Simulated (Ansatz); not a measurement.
Relaxation of the cluster Cu4⁻ with UKS r2SCAN-D4/def2-SVPD.

```sh
$ ansatz run in.yaml --threads 4 --pin off --events-out ev --progress --plain --max-ram 4787MiB
```

```yaml
crystal:
  periodic: [false, false, false]
  atoms:
    - {symbol: Cu, position_ang: [-3.436480, 1.808210, -0.074280]}
    - {symbol: Cu, position_ang: [-1.271300, 0.676350, -0.024560]}
    - {symbol: Cu, position_ang: [1.275660, -0.668980, 0.026510]}
    - {symbol: Cu, position_ang: [3.432130, -1.815570, 0.072330]}
basis:
  gaussian: {orbitals: def2-SVPD}
total_charge: -1
magnetization: {spin_polarized: true, initial_magnetization: 1}
hamiltonian: {xc: r2scan, dispersion: d4}
scf: {lower_state_search: "off"}
output: {orbitals: {seedname: orbitals}}
relax: {f_tol: 0.02, max_steps: 100}
```

Run time 2.8 min (4 threads of Arm Neoverse V1 on a shared host).

Positions (Å) and forces (eV/Å) at steps 1, 2, 3, 4, 6, 7, 8, 10, 13, 14, 15, 16, 17, 18, 19, 20, 21, 22 of 22:

```xyz
4
step=1 energy=-178536.5636 eV
Cu   -3.436    1.808   -0.074    0.978   -0.513    0.021
Cu   -1.271    0.676   -0.025   -0.111    0.056   -0.002
Cu    1.276   -0.669    0.027    0.106   -0.060    0.000
Cu    3.432   -1.816    0.072   -0.974    0.517   -0.020
4
step=2 energy=-178536.9423 eV
Cu   -3.264    1.717   -0.071    0.714   -0.375    0.015
Cu   -1.170    0.623   -0.022    0.121   -0.065    0.004
Cu    1.174   -0.616    0.024   -0.124    0.063   -0.005
Cu    3.260   -1.725    0.069   -0.711    0.377   -0.014
4
step=3 energy=-178537.2254 eV
Cu   -3.092    1.627   -0.067    0.356   -0.188    0.006
Cu   -1.060    0.565   -0.019    0.114   -0.058    0.006
Cu    1.063   -0.558    0.021   -0.113    0.058   -0.006
Cu    3.088   -1.634    0.066   -0.356    0.189   -0.006
4
step=4 energy=-178537.2822 eV
Cu   -2.980    1.563   -0.068   -0.085    0.038   -0.009
Cu   -1.005    0.542   -0.011    0.070   -0.024    0.021
Cu    1.011   -0.530    0.014   -0.067    0.030   -0.020
Cu    2.974   -1.576    0.065    0.082   -0.044    0.008
4
step=6 energy=-178537.3003 eV
Cu   -2.999    1.555   -0.094    0.040   -0.048   -0.048
Cu   -0.986    0.574    0.064   -0.018    0.085    0.150
Cu    0.997   -0.552   -0.059    0.021   -0.079   -0.149
Cu    2.988   -1.577    0.089   -0.043    0.042    0.047
4
step=7 energy=-178537.3996 eV
Cu   -2.985    1.512   -0.155    0.200   -0.126   -0.039
Cu   -0.930    0.637    0.246   -0.002    0.077    0.160
Cu    0.944   -0.603   -0.241   -0.005   -0.076   -0.164
Cu    2.971   -1.546    0.150   -0.194    0.125    0.043
4
step=8 energy=-178537.4935 eV
Cu   -2.833    1.407   -0.210    0.000   -0.014   -0.028
Cu   -0.823    0.657    0.413   -0.033    0.073    0.113
Cu    0.831   -0.624   -0.401    0.035   -0.072   -0.113
Cu    2.825   -1.440    0.199   -0.002    0.014    0.028
4
step=10 energy=-178537.5017 eV
Cu   -2.779    1.363   -0.242    0.002   -0.001    0.000
Cu   -0.784    0.674    0.492    0.000   -0.001   -0.002
Cu    0.788   -0.630   -0.458    0.001    0.002    0.005
Cu    2.775   -1.407    0.209   -0.002    0.000   -0.002
4
step=13 energy=-178537.5037 eV
Cu   -2.749    1.277   -0.334    0.014   -0.009    0.001
Cu   -0.782    0.748    0.590   -0.013    0.007   -0.002
Cu    0.775   -0.561   -0.375   -0.007    0.008    0.006
Cu    2.756   -1.464    0.120    0.005   -0.007   -0.005
4
step=14 energy=-178537.5066 eV
Cu   -2.686    1.144   -0.463    0.230   -0.052    0.117
Cu   -0.779    0.854    0.733   -0.185    0.027   -0.121
Cu    0.751   -0.462   -0.267    0.083   -0.039    0.028
Cu    2.714   -1.536   -0.003   -0.128    0.064   -0.024
4
step=15 energy=-178537.5148 eV
Cu   -2.625    1.087   -0.500    0.234   -0.054    0.117
Cu   -0.769    0.884    0.789   -0.170    0.018   -0.126
Cu    0.721   -0.439   -0.258    0.044   -0.012    0.038
Cu    2.673   -1.533   -0.031   -0.108    0.049   -0.029
4
step=16 energy=-178537.5395 eV
Cu   -2.503    0.962   -0.586    0.418   -0.086    0.221
Cu   -0.756    0.958    0.906   -0.266    0.018   -0.203
Cu    0.665   -0.377   -0.213    0.016   -0.012    0.014
Cu    2.594   -1.543   -0.107   -0.168    0.080   -0.032
4
step=17 energy=-178537.6216 eV
Cu   -2.347    0.852   -0.627    0.408   -0.155    0.099
Cu   -0.751    1.006    0.985   -0.125    0.049   -0.029
Cu    0.595   -0.336   -0.210   -0.152    0.063   -0.031
Cu    2.503   -1.522   -0.148   -0.131    0.043   -0.039
4
step=18 energy=-178537.7564 eV
Cu   -2.189    0.747   -0.660    0.518   -0.253    0.026
Cu   -0.744    1.049    1.061   -0.060    0.106    0.127
Cu    0.516   -0.298   -0.218   -0.307    0.099   -0.111
Cu    2.416   -1.498   -0.182   -0.151    0.048   -0.042
4
step=19 energy=-178537.9536 eV
Cu   -2.024    0.645   -0.685    0.607   -0.310   -0.004
Cu   -0.736    1.089    1.134   -0.036    0.150    0.223
Cu    0.429   -0.263   -0.238   -0.397    0.093   -0.180
Cu    2.331   -1.471   -0.210   -0.174    0.067   -0.039
4
step=20 energy=-178538.1337 eV
Cu   -1.854    0.549   -0.703    0.202   -0.144   -0.058
Cu   -0.726    1.126    1.206   -0.017    0.105    0.158
Cu    0.325   -0.240   -0.280    0.063   -0.080   -0.056
Cu    2.256   -1.435   -0.222   -0.248    0.118   -0.044
4
step=21 energy=-178538.1557 eV
Cu   -1.751    0.447   -0.748   -0.076    0.102    0.116
Cu   -0.778    1.194    1.260   -0.071   -0.079   -0.199
Cu    0.359   -0.182   -0.199    0.028    0.073    0.114
Cu    2.170   -1.459   -0.314    0.119   -0.095   -0.031
4
step=22 energy=-178538.1675 eV
Cu   -1.731    0.444   -0.746   -0.004   -0.003   -0.008
Cu   -0.838    1.229    1.237    0.013   -0.008   -0.004
Cu    0.385   -0.183   -0.107    0.007   -0.002    0.012
Cu    2.184   -1.490   -0.383   -0.016    0.012    0.001
```

The highest occupied level of the charge -1 doublet lies above zero (up to 0.36 eV). The electron is either unbound and held by the finite basis, or the level is raised by self-interaction error. Another isomer (doublet) lies 0.28 eV lower at PBE0-D4/def2-TZVPD; other spin states weren't run for this one.
